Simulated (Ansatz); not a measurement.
Start from `[SiH3][SiH2][S][GaH2]` and change one atom or group to get `[SiH3][SiH2][S][InH2]`.

Ansatz, PBE0-D4/def2-TZVP geometries, multiplicity 1. Each molecule was computed in one conformer, which needn't be the lowest.

Elements past krypton have def2 core potentials. Scalar relativity is left out up to krypton.

```csv
property,`[SiH3][SiH2][S][GaH2]`
HOMO–LUMO gap (PBE/def2-TZVPP) / eV,3.91
LUMO energy (B3LYP/def2-TZVPP) / eV,-1.97
zero-point energy (PBE0-D4/def2-TZVP) / kJ/mol,151.9
size of the dipole moment (B3LYP/def2-TZVPP) / D,1.05
HOMO energy (PBE/def2-TZVPP) / eV,-6.41
HOMO energy (ωB97M-V/def2-TZVPP) / eV,-9.54
```

Task: Give the same properties after the change, and the shifts. (An estimate is asked.)

Result: Computed: 
| property | `[SiH3][SiH2][S][InH2]` | shift |
| --- | --- | --- |
| HOMO–LUMO gap (PBE/def2-TZVPP) / eV | 3.52 | -0.39 |
| LUMO energy (B3LYP/def2-TZVPP) / eV | -2.12 | -0.15 |
| zero-point energy (PBE0-D4/def2-TZVP) / kJ/mol | 147.4 | -4.5 |
| size of the dipole moment (B3LYP/def2-TZVPP) / D | 1.54 | 0.49 |
| HOMO energy (PBE/def2-TZVPP) / eV | -6.10 | 0.31 |
| HOMO energy (ωB97M-V/def2-TZVPP) / eV | -9.19 | 0.35 |

With PBE0 the HOMO rises by 0.34 eV and the LUMO falls by 0.14 eV, so the gap narrows by about 0.48 eV. PBE moves the HOMO by 0.31 eV and ωB97M-V by 0.35 eV. Dipoles are sizes alone; their direction can turn.

B3LYP here is the variant with VWN-RPA as its local correlation; programs differ in this.
